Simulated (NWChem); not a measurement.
C5H8NO, doublet; SMILES CN1C[CH]CC1=O

```xyz
15

C      1.1125    -1.7772     0.0000
N      0.5236    -0.4579     0.0000
C      1.3245     0.7569     0.0000
C      0.2944     1.8448     0.0000
C     -1.0766     1.2645     0.0000
C     -0.8353    -0.2515     0.0000
O     -1.6873    -1.1261     0.0000
H      0.2957    -2.5017     0.0000
H      1.7359    -1.9329    -0.8907
H      1.7359    -1.9329     0.8907
H      1.9894     0.7911    -0.8828
H      1.9894     0.7911     0.8828
H      0.5382     2.8992     0.0000
H     -1.6842     1.5373    -0.8772
H     -1.6842     1.5373     0.8772
```
Atoms are numbered in this order, from 1.

Results from NWChem. Pople sets run with spherical d functions. Spin-unrestricted. Medium grid unless said otherwise, to which SCAN and Minnesota functionals are sensitive. In the optimisation the excess spin sits in a" (Cs, its own frame). The geometry was optimised at B3LYP/6-31G* (spherical d), spin-unrestricted. No stability test was run on the SCF state. Total energies of different functionals are on different scales.

```
level                                           energy (Ha)  highest occupied level (eV)  lowest empty minus highest occupied level, either spin (eV)  dipole (D)   <S²>
----------------------------------------------  -----------  ---------------------------  -----------------------------------------------------------  ----------  -----
B3LYP/6-31G*                                      -325.2737                        -5.47                                                         4.11        3.63  0.754
PBE/6-31G*                                        -324.8708                        -4.33                                                         2.16        3.47  0.754
OLYP/6-31G*                                       -325.1557                            ?                                                         2.15        3.47  0.754
LC-BLYP (range parameter 0.33 per bohr)/6-31G*    -324.4498                        -7.97                                                         9.00        3.62  0.754
PW91/6-31G*                                       -325.1465                        -4.39                                                         2.18        3.49  0.754
M06-2X/6-31G*                                     -325.1256                        -6.88                                                         6.96        3.71  0.755
UHF/6-31G*                                        -323.2817                        -9.49                                                        13.30        4.11  0.765
```

Problem. Fill in the missing entries.

Solution. 
- OLYP/6-31G*, highest occupied level (eV): -4.18
